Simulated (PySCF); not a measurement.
Si(F)3(Ph), SMILES [Si](F)(F)(F)c1ccccc1 (C₆H₅F₃Si) at its GFN2-xTB optimised geometry (Å):

```
15

F      0.0775     1.5962     0.0000
Si     0.4528     0.0513     0.0000
F      0.0366    -0.4413    -1.4511
F      2.0410     0.0513     0.0000
C     -0.3024    -0.9512     1.3771
C      0.3404    -1.0714     2.6112
C     -0.2238    -1.8088     3.6352
C     -1.4419    -2.4407     3.4470
C     -2.0924    -2.3334     2.2292
C     -1.5288    -1.5962     1.2043
H      1.2921    -0.5842     2.7642
H      0.2878    -1.8918     4.5826
H     -1.8822    -3.0168     4.2472
H     -3.0414    -2.8258     2.0771
H     -2.0410    -1.5203     0.2565
```

Computed with PySCF with PBE0/def2-TZVP.

Map of the electron localisation function on the plane z = 0.8 Å:

```
|000000000000000000000000000|
|000000000000000000000000000|
|000000000000000000000000000|
|000000000000000000000000000|
|000000000000000000000000000|
|000000000000111100000000000|
|000000000002344310000000000|
|000000000014666520000000000|
|000000000024677520000000000|
|000000000014676510000000000|
|000000000001344300122100000|
|000000000000122112455310000|
|000000000013441014676520000|
|000000001137984114677520000|
|000001222247999512566420000|
|000013565456899720244210000|
|000015887566689720011100000|
|000015898477677520000000000|
|000003897367765410000000000|
|000001477666643210000000000|
|000000135655421100000000000|
|000000013443100000000000000|
|000100012321000000000000000|
|000100001110000000000000000|
|000000000000000000000000000|
|000000000000000000000000000|
|000000000000000000000000000|
```
Scale: ten equal steps from 0.000 (start of '0') to 0.964 (end of '9'), in the order '0123456789'; x runs from -4.50 to 4.50, y from -4.50 (bottom) to 4.50 (top).
